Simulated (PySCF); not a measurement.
# Electron correlation in Bi (bismuth, neutral)

[Xe] 4f14 5d10 6s1 6p3 6d1, high-spin 6D determinant (an excited configuration). All numbers are calculated (PySCF 2.14, scalar relativity by spin-free X2C-1e, in x2c-TZVPPall with one added diffuse shell each of s, p, d, f type (12s8p7d4f, 99 functions)). Frozen: [Xe] 4f14 5d10; 5 electrons correlated.

MP2 pair energies summed by pair of shells (mhartree):

```json
{"pair": "6p-6p", "energy": "-9.65", "share (%)": "49.9"}
{"pair": "6p-6d", "energy": "-6.25", "share (%)": "32.3"}
{"pair": "6s-6p", "energy": "-2.98", "share (%)": "15.4"}
{"pair": "6s-6d", "energy": "-0.48", "share (%)": "2.5"}
```

Total MP2 correlation energy: -19.36 mhartree.

Same-spin part -19.36 and opposite-spin part 0.00 mhartree; SCS-MP2 scales them by 1/3 and 6/5 to -6.45 mhartree.

Spin-orbit coupling is strong in this species, so the high-spin LS determinant is a model state.
